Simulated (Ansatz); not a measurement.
AuF₂. Total charge 0; doublet. Geometry PBE-D4/def2-TZVPD, that of the charge -1 singlet; atoms count from 1.

```
atom   x (Å)   y (Å)   z (Å)
 Au1   0.000   0.000   0.000
  F2   0.540  -1.692  -0.910
  F3  -0.540   1.692   0.910
```

In the def2 sets Au takes a core potential; there is no spin–orbit coupling. The structure comes from a short search, and lower isomers may exist.

**Question.** Estimate the Mulliken populations from the PBE0/def2-TZVPD orbitals of Ansatz.

**Answer.** 
```
atom  charge (e)  spin (α − β)  d electrons
 Au1        0.93          0.72         9.17
  F2       -0.47          0.14            –
  F3       -0.47          0.14            –
```
Mulliken values and Mayer orders depend strongly on the basis. With diffuse functions, as here, like atoms can get unlike values, and bond orders can come out too low or too high.

**Question.** Where does the spin sit?

**Answer.** Summed by element: Au 0.72, F 0.28, of 1 unpaired in all. Largest on single atoms: Au1 0.72, F3 0.14, F2 0.14.

**Question.** And the Mayer bond orders between bonded heavy atoms (over 0.3)?

**Answer.** Au1–F2 0.71 (2.00 Å); Au1–F3 0.71 (2.00 Å).
